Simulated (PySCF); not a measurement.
SMILES [O][Si](F)(F)F (F3OSi), doublet at its PBE0/def2-SVP optimised geometry (Å):

```
5

O     -1.1193    -1.2337     1.3028
Si    -0.5149    -0.3882     0.0000
F     -0.9864     1.1303     0.0000
F     -1.0749    -1.1303    -1.2893
F      1.0749    -0.3882     0.0000
```

Computed with unrestricted PBE0/def2-TZVP (PySCF 2.14.0).

Map of the HOMO amplitude (α) (bohr^(-3/2)) on the plane z = 0.8 Å; orbital energy -11.26 eV, overall sign arbitrary:

```
|=============================|
|=============================|
|=============================|
|=============================|
|=============================|
|=============================|
|=============================|
|=============================|
|========+++==================|
|=======+++++=================|
|=======+++++=================|
|========++++=================|
|=============================|
|=============================|
|======-----==================|
|=====--:::--=================|
|====--::..:-=++===-==========|
|====--:.  :=+*++=============|
|====--:.  =*#**+=============|
|====--:..-#@%#*++============|
|=====----*@@%#*++============|
|========+*%%%#*++============|
|========+*###*+++============|
|========++***++++============|
|========+++++++++============|
|========++++++++=============|
|==========++++===============|
|=============================|
|=============================|
```
Scale: ten equal steps from -0.179 (start of ' ') to 0.202 (end of '@'), in the order ' .:-=+*#%@'; x runs from -3.50 to 3.50, y from -3.50 (bottom) to 3.50 (top).
